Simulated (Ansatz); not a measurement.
Abridged output of a molecular run in Ansatz:

```
Functional definition: HF
1751 factors; integrals over basis functions are off by at most 9.9e-4 eV
mean field evaluation 1: about -21373.8804 eV, gradient 3.9e1 eV
mean field evaluation 2: about -21374.2644 eV, gradient 3.9e1 eV
mean field evaluation 4: about -21378.1669 eV, gradient 5.2e0 eV
mean field evaluation 8: about -21378.2644 eV, gradient 3.6e-1 eV
mean field evaluation 16: about -21378.2653 eV, gradient 1.7e-6 eV
mean field -21378.26532169 eV, -785.6367598634 hartree, gradient 1.7e-6 eV, S^2 0.000000; 0 other end points of the search recorded, 0 dependent functions left out
13 core orbitals not correlated: weight in the atoms' cores, before any rotation towards them, 1.000 or more for the frozen orbitals, at most 0.000 for the correlated occupied ones
reference -21378.26532169 eV, -785.6367598634 hartree; 16, 16 occupied and 274, 274 virtual orbitals, 1751 factors
second order -23.63104089 eV of doubles, -0.00000000 eV of singles
cycle   1  -24.59700884 eV  change   -9.7e-1 eV  update   1.1e-1
cycle   2  -25.24795849 eV  change   -6.5e-1 eV  update   3.3e-2
cycle   3  -25.37327393 eV  change   -1.3e-1 eV  update   1.6e-2
cycle   4  -25.36393063 eV  change    9.3e-3 eV  update   3.9e-3
cycle   5  -25.36231986 eV  change    1.6e-3 eV  update   1.6e-3
cycle   6  -25.36222986 eV  change    9.0e-5 eV  update   4.7e-4
cycle   7  -25.36190450 eV  change    3.3e-4 eV  update   1.7e-4
cycle   8  -25.36189699 eV  change    7.5e-6 eV  update   5.5e-5
cycle   9  -25.36191598 eV  change   -1.9e-5 eV  update   2.0e-5
perturbative correction -0.97415115 eV, -0.0357993944 hartree
Total energy: -21404.60138882 eV, -786.6045924792 hartree
```

Its atoms:

```xyz
14

C    -1.592    1.569    0.602
C    -0.841    0.831   -0.477
O     0.075   -0.069    0.123
Si    1.052   -1.055   -0.757
P     2.348   -2.298    0.580
H    -0.900    2.128    1.235
H    -2.143    0.868    1.232
H    -2.302    2.270    0.160
H    -1.540    0.278   -1.118
H    -0.299    1.540   -1.118
H     1.929   -0.248   -1.654
H     0.235   -1.965   -1.610
H     1.261   -2.662    1.420
H     2.717   -1.185    1.382
```

**Question.** Which basis set was used?
A. cc-pV(D+d)Z
B. cc-pV(Q+d)Z
C. def2-SVPD
D. def2-TZVPP

**Answer.** D. It gives 303 functions.

**Question.** Write the keys of the input that set method, charge and spin (a neutral closed shell needs none for the last two).

**Answer.** 
```yaml
correlation: {method: ccsd_t}
```
